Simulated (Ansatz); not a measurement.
Relaxation of C$_{2}$H$_{9}$AlSiSn (14 atoms, charge 0, multiplicity 1), to a largest force component of 0.015 eV/Å in at most 40 steps.

Computed with RKS B3LYP-D4/def2-SVP (Ansatz).

```xyz
14
Properties=species:S:1:pos:R:3:forces:R:3
C -2.269 0.024 0.520 -3.06 0.38 -0.33
C -1.301 0.337 1.319 1.98 0.40 1.19
Sn 0.668 0.090 0.639 1.68 -0.41 0.92
Al 1.132 -2.419 -0.057 -1.55 -0.36 0.51
Si 1.089 1.553 -1.364 0.85 -0.06 -0.07
H -2.139 -0.268 -0.503 0.08 -0.46 -0.76
H -3.311 0.202 0.858 0.16 -0.31 -0.33
H -1.442 0.710 2.322 -0.35 0.12 0.49
H 1.817 0.538 1.976 -0.58 -0.12 -0.70
H 2.474 -2.904 -0.598 0.79 -0.32 -0.34
H -0.155 -3.471 0.103 0.72 0.45 -0.15
H 0.165 1.178 -2.450 -0.20 0.03 -0.31
H 2.522 1.375 -1.808 -0.31 -0.02 -0.05
H 0.943 2.943 -0.946 -0.20 0.68 -0.07
```

Task: Where does it end, and by what steps?

Result: The forces met the threshold. The force dipped under the threshold on the way, but the program's further checks kept it going. After 35 steps the energy has fallen by 0.403 eV; H6 moved furthest, 1.25 Å.

```csv
step,energy less start (eV),largest force component (eV/Å),accepted
0,0.0000,3.061,yes
2,-0.3235,1.045,yes
4,-0.3799,0.069,yes
6,-0.3844,0.030,yes
8,-0.3857,0.027,yes
10,-0.3881,0.128,yes
12,-0.3911,0.020,yes
14,-0.3913,0.038,yes
16,-0.3939,0.150,yes
18,-0.3973,0.054,yes
20,-0.3993,0.071,yes
22,-0.4009,0.114,yes
24,-0.4014,0.045,yes
26,-0.4018,0.056,yes
28,-0.4023,0.029,yes
30,-0.4026,0.039,yes
32,-0.4028,0.013,yes
34,-0.4030,0.022,yes
35,-0.4030,0.013,yes
```

```xyz
14
Properties=species:S:1:pos:R:3
C -2.372 -0.276 0.857
C -1.327 0.506 1.148
Sn 0.710 0.069 0.551
Al 0.968 -2.485 -0.166
Si 1.305 1.723 -1.364
H -2.270 -1.216 0.303
H -3.394 -0.015 1.163
H -1.502 1.434 1.708
H 1.728 0.497 1.884
H 2.402 -3.159 -0.273
H -0.317 -3.349 -0.527
H 0.474 1.424 -2.570
H 2.744 1.601 -1.750
H 1.043 3.135 -0.953
```

Run time: 76 s on 2 threads of AMD EPYC 9R45 96-Core Processor (Zen 5), with other jobs on the host, peak memory 0.43 GiB.
